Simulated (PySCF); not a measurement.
2H-pyran-5-one (C5H6O2), SMILES C1=CCOCC1=O.

Coordinates come from a B3LYP-D3(BJ)/def2-SVP optimisation. The values are those of a single conformer.

Calculation: PySCF with PBE/def2-TZVP.

Gas-phase values at a fixed geometry.

```
Quantity                                                                                                       Result
---------------------------------------------------------------------------------------------  ----------------------
total energy                                                                                       -344.27895 hartree
highest occupied level                                                                                       -5.47 eV
lowest empty level                                                                                           -2.74 eV
orbital gap                                                                                                   2.73 eV
dipole moment                                                                                                  3.48 D
quadrupole, principal values (traceless, Buckingham form, about the centre of nuclear charge)   -7.91, 1.04, 6.87 D·Å
mean static polarisability                                                                       65.5 bohr³ (9.70 Å³)
polarisability, principal values                                                               45.2, 64.1, 87.2 bohr³
```
